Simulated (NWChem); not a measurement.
# SiHOBr, singlet; SMILES O[Si]Br

```xyz
4

Si     0.6064     1.1652     0.0000
Br     0.0130    -1.0154     0.0000
O     -0.9114     1.8489     0.0000
H     -0.9123     2.8146     0.0000
```
Atoms are numbered in this order, from 1.

All runs: NWChem. Geometry optimised at PBE0/def2-SVP; all other runs use it. Low-valent species are run as closed-shell singlets; no triplet was tried in these runs. This build's default masses of Se (78.918 u) and Br (79.917 u) are each other's, which moves their modes by up to 0.6 %.

```json
[
 {"quantity": "vertical, lowest state with f > 0.02, singlet (eV)", "level": "PBE0/def2-SVPD, TDA", "value": "(withheld)"},
 {"quantity": "−ε(HOMO) (eV)", "level": "PBE/def2-SVP", "value": "(withheld)"},
 {"quantity": "solvation free energy (kcal/mol) in water", "level": "PBE0/def2-SVP, SMD", "value": "-6.1"},
 {"quantity": "isotropic polarisability (bohr³), static", "level": "PBE0/def2-SVPD", "value": "57.6"},
 {"quantity": "dipole (D)", "level": "PBE0/def2-SVP", "value": "(withheld)"},
 {"quantity": "highest harmonic frequency (cm⁻¹)", "level": "PBE0/def2-SVP", "value": "3878"}
]
```

Problem. What belongs in the gaps?

Solution. 
- vertical, lowest state with f > 0.02, singlet (eV), value: 4.21
- −ε(HOMO) (eV), value: 6.03
- dipole (D), value: 2.75
